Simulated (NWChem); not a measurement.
## Atomisation of OPb

```xyz
2

Pb     0.0000     0.0000     0.1728
O      0.0000     0.0000    -1.7711
```
Charge 0, spin multiplicity 1.

All runs are NWChem calculations. All single points use one geometry, from B3LYP/def2-SVP with def2 effective core potentials on Pb, a minimum by its harmonic frequencies.

Basis set: def2-TZVP. The atomisation energy is electronic alone: no zero-point, thermal, spin-orbit or counterpoise terms. No value is extrapolated to the basis-set limit. Free atoms are single determinants with multiplicities Pb 3, O 3. Correlated methods freeze the same cores in atoms and molecule, 5 orbitals in all.

| method | atomisation energy (kcal/mol) |
|---|---|
| HF | 17.3 |
| BHandHLYP | 87.8 |
| B3LYP | 112.9 |
| PBE0 | 107.1 |
| PBE | 129.0 |
| r2SCAN | 114.6 |
| MP2 | 126.5 |
| CCSD(T) | 111.4 |
| LC-wPBE (omega 0.3 per bohr) | 113.3 |

The values span 111.7 kcal/mol, from HF (lowest) to PBE (highest). 

Effective core potentials replace the inner electrons of Pb; spin-orbit coupling is left out. B3LYP has NWChem's definition, with VWN1-RPA local correlation. The structure started from a generated list of species. The stability of the SCF solutions was not checked. Open-shell Hartree-Fock references start from PBE0 orbitals. Coupled-cluster values serve here as a point of comparison, not as the truth.
